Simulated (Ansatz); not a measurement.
Basis sets compared for Ge(OMe)H3 (CH6GeO). The state is a singlet with charge 0. Geometry PBE-D4/def2-TZVP. Ansatz on 4 threads of Arm Neoverse V1 on a shared host; times are rough, and most runs start from earlier orbitals.

Cartesian coordinates in Å:
```
Ge 0.001 -1.366 -0.128
O -0.754 0.239 -0.454
C -0.083 1.376 0.077
H -0.015 1.345 1.181
H -0.662 2.267 -0.206
H 0.940 1.487 -0.330
H 1.433 -1.383 -0.729
H -0.935 -2.376 -0.819
H 0.075 -1.587 1.408
```

The 6-31G sets use Cartesian d functions.

Binding counts from free atoms (Ge triplet, O triplet, C triplet, H doublet) in the same basis, without a counterpoise term.

```
                         level  functions  energy (Eh)  HOMO (eV)  LUMO (eV)  binding per atom (eV)  wall time
                     HF/STO-3G         34   -2166.4986      -8.61      11.59                   3.21      0.1 s
                      HF/6-31G         59   -2191.1773     -11.54       3.17                   2.24      0.3 s
                  HF/def2-TZVP        146   -2191.6336     -11.69       3.32                   2.44     0.65 s
               PBE-D4/def2-SVP         90   -2193.1234      -6.00      -0.39                   3.40     0.65 s
PBE-D4/def2-TZVP (with forces)        146   -2193.5253      -6.19      -0.64                   3.39      1.3 s
           r2SCAN-D4/def2-TZVP        146   -2193.9082      -6.52      -0.28                   3.37      2.2 s
              PBE0-D4/def2-SVP         90   -2193.1897      -7.62       0.50                   3.35      0.9 s
             PBE0-D4/def2-TZVP        146   -2193.5885      -7.75       0.24                   3.34      1.9 s
```

Problem. Estimate the rows for PBE-D4/def2-TZVPD, r2SCAN-D4/def2-TZVPD, PBE0-D4/def2-TZVPD.

Solution. 
| level | functions | energy (Eh) | HOMO (eV) | LUMO (eV) | binding per atom (eV) | wall time |
| --- | --- | --- | --- | --- | --- | --- |
| PBE-D4/def2-TZVPD | 185 | -2193.5271 | -6.24 | -0.88 | 3.39 | 1.6 s |
| r2SCAN-D4/def2-TZVPD | 185 | -2193.9098 | -6.55 | -0.44 | 3.37 | 3.1 s |
| PBE0-D4/def2-TZVPD | 185 | -2193.5900 | -7.79 | -0.08 | 3.34 | 2.1 s |
